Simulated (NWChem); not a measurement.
Molecule: CH4BBrO2; SMILES COB(O)Br

```xyz
9

B     -0.3016    -0.5045    -0.0002
Br     0.0676     1.4132     0.0007
O     -1.5884    -0.9618    -0.0005
H     -2.2322    -0.2323     0.0001
O      0.7642    -1.3339    -0.0004
C      0.6199    -2.7506    -0.0013
H      1.1155    -3.1626    -0.9042
H      1.1272    -3.1644     0.8942
H     -0.4443    -3.0621     0.0052
```
Atoms are numbered in this order, from 1.

Level: PBE-D3(BJ)/def2-SVP (NWChem), optimised geometry, unscaled harmonic frequencies. This build's default masses of Se (78.918 u) and Br (79.917 u) are each other's, which moves their modes by up to 0.6 %.

| frequency (cm⁻¹) | IR intensity (km/mol) |
|---|---|
| 34 | 0.0 |
| 130 | 8.2 |
| 203 | 1.5 |
| 293 | 14.4 |
| 330 | 5.6 |
| 501 | 100.9 |
| 544 | 11.1 |
| 642 | 26.9 |
| 911 | 91.2 |
| 1046 | 55.9 |
| 1141 | 0.1 |
| 1152 | 90.8 |
| 1207 | 474.3 |
| 1378 | 166.6 |
| 1423 | 2.4 |
| 1424 | 4.0 |
| 1501 | 276.7 |
| 2964 | 55.0 |
| 3056 | 19.1 |
| 3068 | 11.8 |
| 3764 | 88.0 |

- zero-point energy: 38.2 kcal/mol
- thermal correction to the enthalpy at 298.15 K (with zero-point energy): 42.8 kcal/mol
- heat capacity Cv: 20.2 cal/(mol K)
- entropy at 298.15 K and 1 atm (symmetry number 1): 83.4 cal/(mol K)
- dipole moment: 2.08 D

Rigid rotor and harmonic oscillator; modes under 100 cm⁻¹ make the entropy uncertain.
